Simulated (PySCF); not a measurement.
**Working out the ionisation energy of Fe**

Fe [Ar] 3d6 4s2 (5D) → Fe⁺ [Ar] 3d6 4s1 (6D). Calculation: PySCF 2.14, in x2c-TZVPall; the spin-free X2C one-electron Hamiltonian (Gaussian nucleus). Frozen: [Ar]. Energies in hartree (1 hartree = 27.21139 eV):

```json
{"part": "UHF", "Fe (lower)": "-1271.336474", "Fe⁺ (upper)": "-1271.099891"}
{"part": "MP2 opposite-spin", "Fe (lower)": "-0.077917", "Fe⁺ (upper)": "-0.045654"}
{"part": "MP2 same-spin", "Fe (lower)": "-0.069880", "Fe⁺ (upper)": "-0.068790"}
```

Question: What does Hartree-Fock give?

Answer: (-1271.099891) − (-1271.336474) = 0.236583 hartree = 6.438 eV.

Question: What do MP2 and SCS-MP2 (6/5 opposite-spin, 1/3 same-spin) give?

Answer: The opposite-spin parts differ by 0.878 eV and the same-spin parts by 0.030 eV. MP2: 6.438 + (0.878) + (0.030) = 7.346 eV. SCS-MP2: 6.438 + 1.2 × (0.878) + (0.030)/3 = 7.502 eV.

Measured between the centres of the two terms (NIST): 7.904 eV, so MP2 (valence) is off by -0.558 eV.

What remains against the reference includes basis incompleteness, the frozen core and correlation beyond second order.
